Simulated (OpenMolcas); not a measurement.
# Os V: effect of correlating more closed shells

- Program: OpenMolcas
- Basis: ANO-RCC-VTZP [8s7p5d3f2g1h]
- Scalar Hamiltonian: DKH2, point nucleus
- Active space: 4 electrons in 5 orbitals (5d)
- State averaging: 2S+1 = 5 even, 5 roots; 2S+1 = 3 even, 45 roots; 2S+1 = 1 even, 50 roots
- Spin-orbit coupling: state interaction with AMFI integrals over the reference wave functions, term energies averaged over their components

Methods on the same reference wave functions:
A. CASSCF
B. MS-CASPT2, IPEA 0.25 Eh, imaginary shift 0.1 Eh (closed shells correlated: none)
C. MS-CASPT2, IPEA 0.25 Eh, imaginary shift 0.1 Eh (closed shells correlated: 5s 5p)
D. MS-CASPT2, IPEA 0.25 Eh, imaginary shift 0.1 Eh (closed shells correlated: 4f 5s 5p)

Energies in cm⁻¹ above 5d⁴ ⁵D₀, the measured ground level; measured values from the list in Palmeri et al., Atoms 14, 22 (2026).

```json
{"Level": "5d⁴ ⁵D₀ [63 %]", "A": "0.0", "B": "0.0", "C": "0.0", "D": "0.0", "Measured": "0.0"}
{"Level": "5d⁴ ⁵D₁", "A": "3613", "B": "4440", "C": "4320", "D": "4300", "Measured": "4311"}
{"Level": "5d⁴ ⁵D₂", "A": "7190", "B": "8360", "C": "8150", "D": "8110", "Measured": "8083"}
{"Level": "5d⁴ ⁵D₃", "A": "10273", "B": "11390", "C": "11140", "D": "11100", "Measured": "11018"}
{"Level": "5d⁴ ⁵D₄ [70 %]", "A": "12722", "B": "13450", "C": "13180", "D": "13160", "Measured": "12966"}
{"Level": "5d⁴ ³P₀(1) [52 %]", "A": "20685", "B": "18930", "C": "18990", "D": "19010", "Measured": ""}
{"Level": "5d⁴ ³H₄ [56 %]", "A": "22180", "B": "21990", "C": "21230", "D": "21210", "Measured": "20374"}
{"Level": "5d⁴ ³G₃ [58 %]", "A": "26828", "B": "25690", "C": "25030", "D": "24950", "Measured": "23942"}
{"Level": "5d⁴ ³H₅", "A": "27287", "B": "27250", "C": "26310", "D": "26270", "Measured": "25344"}
{"Level": "5d⁴ ³P₁(1)", "A": "28047", "B": "25470", "C": "25580", "D": "25570", "Measured": "24680"}
{"Level": "5d⁴ ³F₂(1) [67 %]", "A": "28082", "B": "25770", "C": "25560", "D": "25530", "Measured": ""}
{"Level": "5d⁴ ³H₆", "A": "29629", "B": "29670", "C": "28650", "D": "28640", "Measured": "27669"}
{"Level": "5d⁴ ³G₅", "A": "39682", "B": "39140", "C": "38170", "D": "38090", "Measured": "37016"}
{"Level": "5d⁴ ¹I₆", "A": "41948", "B": "41710", "C": "40480", "D": "40490", "Measured": "39284"}
{"Level": "5d⁴ ³D₁", "A": "42918", "B": "40860", "C": "39970", "D": "39770", "Measured": "38536"}
{"Level": "5d⁴ ¹S₀(1)", "A": "49302", "B": "46120", "C": "45730", "D": "45710", "Measured": ""}
{"Level": "5d⁴ ¹F₃ [64 %]", "A": "53003", "B": "49330", "C": "48350", "D": "48110", "Measured": "46549"}
{"Level": "5d⁴ ³P₂(2) [67 %]", "A": "57663", "B": "52520", "C": "52240", "D": "51910", "Measured": ""}
{"Level": "5d⁴ ³F₄(2) [56 %]", "A": "59936", "B": "55800", "C": "55560", "D": "55370", "Measured": ""}
{"Level": "5d⁴ ³F₂(2) [61 %]", "A": "62467", "B": "58170", "C": "57600", "D": "57250", "Measured": ""}
{"Level": "5d⁴ ³F₃(2)", "A": "63224", "B": "58870", "C": "58280", "D": "57920", "Measured": "55872"}
{"Level": "5d⁴ ³P₁(2)", "A": "64406", "B": "59180", "C": "58670", "D": "58220", "Measured": "55988"}
{"Level": "5d⁴ ³P₀(2)", "A": "67646", "B": "62490", "C": "61910", "D": "61460", "Measured": ""}
{"Level": "5d⁴ ¹G₄(2)", "A": "68148", "B": "63240", "C": "62520", "D": "62170", "Measured": ""}
```

Deviations, from unrounded energies. A percentage is the sum of absolute deviations over the sum of measured energies, with the sign that they share, or ± where signs differ.

```csv
Against measurement,Levels,A,B,C,D
mean absolute deviation (cm-1),15,3100,1700,1100,950
fine structure of the ground term (%),4,-7.1,+3.5,+1.1,±0.9
other terms of the ground configuration (%),11,+11.1,+6.0,+3.9,+3.5
```

D lies closest to measurement on these levels and A furthest from it. The largest miss of D in the table is 5d⁴ ³P₁(2), by +2200 cm-1. The ranking rests on the paired levels alone, and a cruder setting can come out closer through cancelling errors.

Among B to D the level of the table that moves most is 5d⁴ ¹I₆, by 1200 cm-1 (lowest in C, highest in B). Moves below CASPT2's spread within the term are not significant.

The mean deviations of B to D differ by less than CASPT2's widest spread within a term (1200 cm-1), so their order carries little weight.

From A to B the spin-free energies of the other terms of 5d⁴ shown, above ⁵D, scale by factors of 0.77 to 0.93, as is usual when dynamic correlation screens the repulsion within a d or f shell.

The lowest spin-free term lies below A's lowest term by 0.031 hartree in B, 0.272 hartree in C, 1.087 hartree in D.

What an inner shell adds also hangs on whether the basis holds functions to correlate it.

Term energies are means over components that CASPT2 splits; among the terms shown or strongly mixed into the levels shown the widest spread is 1200 cm-1 (5d⁴ ¹I, D). The CASPT2 spread within a term exceeds the gap to the next term for 5d⁴ ³D and 5d⁴ ¹I, so the order of their levels is uncertain (figures for B; the like holds for C, D). Without dynamic correlation excited terms often stand tens of per cent too high (terms of higher spin than the ground term too low), and those without a measured partner can miss by more than the paired ones (holds for A). Measured partners are found by configuration, term and J. A level has none where our copy of the source lacks it or the pairing is in doubt (some pairs that miss far off the trend of their configuration count as doubtful), and it then counts in no deviation. Only configurations of the active space appear. Levels that lie high or do not pair safely by name in every column are left out.

A share in square brackets marks a mixed level and gives the weight of the term that names it, the lowest over the columns. A number in round brackets counts repeated terms of one configuration in the order of the reference energies.
